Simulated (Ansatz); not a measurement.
Relaxation of C$_{2}$H$_{5}$BFNSe (11 atoms, charge 0, multiplicity 1), to a largest force component of 0.02 eV/Å in at most 50 steps.

These are results of RKS PBE-D4/def2-SVP (Ansatz), not measurements.

```xyz
11
Properties=species:S:1:pos:R:3
N 0.158 -1.714 1.267
B -0.049 -0.167 1.097
C -0.560 0.457 -0.303
F -1.586 -0.064 -0.884
C 0.509 0.908 -1.244
Se -0.454 2.436 -0.377
H 0.800 -1.988 0.518
H -0.780 -2.082 1.039
H 0.491 -1.556 2.239
H 1.562 0.814 -0.861
H 0.244 0.780 -2.278
```

Q: Where does it end, and by what steps?

A: The run converged. After 21 steps the energy has fallen by 4.056 eV; F4 moved furthest, 2.61 Å. Parted: C3–Se6 (1.98 → 2.60 Å). Joined: B2–Se6 (3.02 → 2.01 Å).

| step | energy less start (eV) | largest force component (eV/Å) | accepted |
| --- | --- | --- | --- |
| 0 | 0.0000 | 3.524 | yes |
| 1 | -0.7582 | 1.363 | yes |
| 2 | -1.0577 | 1.512 | yes |
| 3 | -1.1864 | 1.337 | yes |
| 4 | -1.2762 | 0.822 | yes |
| 5 | -1.3617 | 0.486 | yes |
| 6 | -1.4518 | 0.727 | yes |
| 7 | -1.5696 | 0.731 | yes |
| 8 | -1.7245 | 0.569 | yes |
| 9 | -1.9263 | 0.577 | yes |
| 10 | -2.1908 | 0.810 | yes |
| 11 | -2.5258 | 1.077 | yes |
| 12 | -2.8805 | 1.492 | yes |
| 13 | -3.2988 | 0.976 | yes |
| 14 | -3.5723 | 0.762 | yes |
| 15 | -3.8042 | 0.799 | yes |
| 16 | -3.9349 | 0.516 | yes |
| 17 | -4.0071 | 0.267 | yes |
| 18 | -4.0435 | 0.287 | yes |
| 19 | -4.0523 | 0.113 | yes |
| 20 | -4.0535 | 0.187 | yes |
| 21 | -4.0563 | 0.010 | yes |

```xyz
11
Properties=species:S:1:pos:R:3
N -0.316 -1.409 1.493
B -0.075 -0.286 0.435
C 0.264 -0.288 -0.962
F 0.509 -1.212 -1.939
C 0.327 1.181 -1.253
Se -0.142 1.711 0.655
H -0.175 -2.331 1.049
H -1.274 -1.393 1.885
H 0.335 -1.344 2.295
H 1.326 1.600 -1.505
H -0.445 1.592 -1.940
```

The run took 65 s on 2 threads of Intel(R) Xeon(R) 6975P-C (Granite Rapids), with other jobs on the host, peak memory 0.21 GiB.
